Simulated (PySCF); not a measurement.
Species: C4H11NOSi2.
SMILES with atom numbers: `[CH3:1][C@@H:2]1[SiH2:3][C@@H:4]([CH:5]=[O:6])[Si@H:7]1[NH2:8]` (hydrogens: H9, H10, H11 on C1; H12 on C2; H13, H14 on Si3; H15 on C4; H16 on C5; H17 on Si7; H18, H19 on N8)

Method: PBE0-D3(BJ)/def2-SVP geometry optimisation, gas phase (PySCF 2.14.0); density fitting, grid level 1; the optimiser is geomeTRIC in internal coordinates, started from a GFN2-xTB structure.

Step 11: E = -23594.5331 eV
```
atom  x, y, z in Å  |  force x, y, z in eV/Å
C1      2.5531    0.0834    0.5979    0.005  -0.010   0.007
C2      1.0703   -0.2705    0.5828   -0.025   0.022   0.018
Si3     0.3553   -1.4096   -0.7554   -0.007  -0.020   0.012
C4     -1.0668   -0.1810   -1.1968    0.038  -0.004  -0.068
C5     -2.4046   -0.6198   -0.7576    0.029  -0.008   0.036
O6     -2.6913   -0.8857    0.3917   -0.014  -0.002   0.005
Si7    -0.2127    1.0367    0.0343    0.001   0.000   0.005
N8     -1.3674    1.6752    1.1324   -0.003   0.014   0.002
H9      2.8830    0.4874   -0.3727    0.001   0.000   0.001
H10     2.7806    0.8483    1.3585    0.000   0.001   0.001
H11     3.1890   -0.7898    0.8162   -0.001   0.000   0.001
H12     0.7463   -0.6627    1.5648   -0.012  -0.009  -0.009
H13    -0.1631   -2.7299   -0.2901    0.009  -0.006  -0.011
H14     1.2629   -1.5982   -1.9292    0.005   0.018   0.000
H15    -1.0535    0.1335   -2.2504   -0.026   0.001   0.000
H16    -3.1821   -0.7098   -1.5584   -0.001   0.011   0.003
H17     0.4691    2.1634   -0.6744    0.002  -0.007  -0.008
H18    -1.1317    2.4228    1.7738   -0.004   0.001  -0.002
H19    -2.0378    1.0201    1.5260    0.004  -0.002   0.006
```

Step 12: E = -23594.5404 eV
```
atom  x, y, z in Å  |  force x, y, z in eV/Å
C1      2.5360    0.0617    0.6474    0.006  -0.008   0.006
C2      1.0534   -0.2779    0.5605   -0.026   0.006   0.024
Si3     0.3687   -1.3874   -0.8169   -0.020  -0.002   0.024
C4     -1.0881   -0.1770   -1.1992    0.057  -0.028  -0.099
C5     -2.3912   -0.6601   -0.7059    0.020   0.026   0.049
O6     -2.6366   -0.8821    0.4622   -0.010  -0.017   0.002
Si7    -0.2144    1.0429    0.0122    0.009  -0.006   0.012
N8     -1.3420    1.7224    1.1128   -0.010   0.018  -0.003
H9      2.9080    0.4923   -0.2960    0.001   0.000  -0.001
H10     2.7380    0.8003    1.4405   -0.002   0.002  -0.001
H11     3.1560   -0.8232    0.8649   -0.001   0.000   0.000
H12     0.6851   -0.6968    1.5164   -0.011  -0.003  -0.008
H13    -0.1111   -2.7389   -0.4015    0.016  -0.010  -0.016
H14     1.2715   -1.5057   -2.0033    0.004   0.017   0.000
H15    -1.1256    0.1347   -2.2531   -0.032  -0.004   0.002
H16    -3.1806   -0.8315   -1.4815   -0.001   0.009   0.004
H17     0.4812    2.1459   -0.7199   -0.005  -0.001  -0.005
H18    -1.1045    2.5076    1.7062    0.001   0.002  -0.001
H19    -2.0049    1.0864    1.5472    0.004  -0.001   0.010
```

Step 13: E = -23594.5501 eV
```
atom  x, y, z in Å  |  force x, y, z in eV/Å
C1      2.5039    0.0274    0.7149    0.005  -0.002   0.003
C2      1.0257   -0.2869    0.5313   -0.013  -0.022   0.024
Si3     0.3876   -1.3534   -0.9005   -0.037   0.019   0.038
C4     -1.1151   -0.1740   -1.2044    0.069  -0.038  -0.113
C5     -2.3616   -0.7136   -0.6306    0.021   0.022   0.048
O6     -2.5425   -0.8872    0.5577   -0.013  -0.019   0.001
Si7    -0.2182    1.0523   -0.0198    0.018  -0.006   0.019
N8     -1.3075    1.7887    1.0821   -0.020   0.008  -0.011
H9      2.9324    0.4904   -0.1883    0.001   0.001  -0.001
H10     2.6697    0.7299    1.5482   -0.004   0.004  -0.003
H11     3.1005   -0.8739    0.9305   -0.003  -0.001  -0.001
H12     0.5977   -0.7404    1.4467   -0.012   0.007  -0.007
H13    -0.0344   -2.7450   -0.5600    0.021  -0.013  -0.020
H14     1.2848   -1.3701   -2.0965    0.003   0.018   0.000
H15    -1.2281    0.1317   -2.2545   -0.035  -0.010   0.005
H16    -3.1660   -0.9856   -1.3608   -0.006   0.018   0.006
H17     0.4925    2.1228   -0.7847   -0.008   0.006   0.000
H18    -1.0665    2.6193    1.6078    0.007   0.004  -0.004
H19    -1.9560    1.1813    1.5740    0.005   0.004   0.017
```

Question: Estimate the geometry and energy of step 14. (The exact step hangs on the optimiser's Hessian estimate; all steps are aligned on step 13, rigid shifts and turns removed.)

Answer: E = -23594.5616 eV, largest force 0.120 eV/Å
```
atom  x, y, z in Å  |  force x, y, z in eV/Å
C1      2.4457   -0.0264    0.8044    0.004   0.016  -0.006
C2      0.9822   -0.2986    0.4939    0.015  -0.072   0.017
Si3     0.4137   -1.3003   -1.0112   -0.048   0.032   0.048
C4     -1.1492   -0.1765   -1.2121    0.083  -0.042  -0.076
C5     -2.3017   -0.7866   -0.5235   -0.011   0.042   0.017
O6     -2.3878   -0.9025    0.6829   -0.016  -0.034   0.005
Si7    -0.2261    1.0646   -0.0644    0.017   0.011   0.022
N8     -1.2607    1.8793    1.0354   -0.023  -0.024  -0.021
H9      2.9484    0.4743   -0.0384    0.004   0.002   0.002
H10     2.5596    0.6269    1.6850   -0.005   0.006  -0.004
H11     3.0084   -0.9504    1.0154   -0.004   0.000  -0.001
H12     0.4753   -0.7944    1.3461   -0.012   0.025  -0.003
H13     0.0810   -2.7392   -0.7846    0.022  -0.009  -0.022
H14     1.3018   -1.1686   -2.2065   -0.001   0.017  -0.002
H15    -1.3727    0.1145   -2.2480   -0.027  -0.020   0.004
H16    -3.1237   -1.1733   -1.1786   -0.008   0.017   0.006
H17     0.4993    2.0908   -0.8746   -0.005   0.014   0.006
H18    -1.0145    2.7629    1.4620    0.011   0.008  -0.013
H19    -1.8802    1.3171    1.6098    0.005   0.010   0.022
```

The energy changes by -0.0114 eV. The first-order estimate −F·Δx gives -0.0146 eV and the mean of the old and new forces, exact on a quadratic surface, -0.0087 eV. The step makes an angle of 83° with the force vector and moves no atom by more than 0.265 Å.

The cost below is that of the whole optimisation. On one thread, Arm Neoverse V1 (aarch64), on a shared host, this took 4.0 min of wall time and 0.89 GiB of memory at its peak.
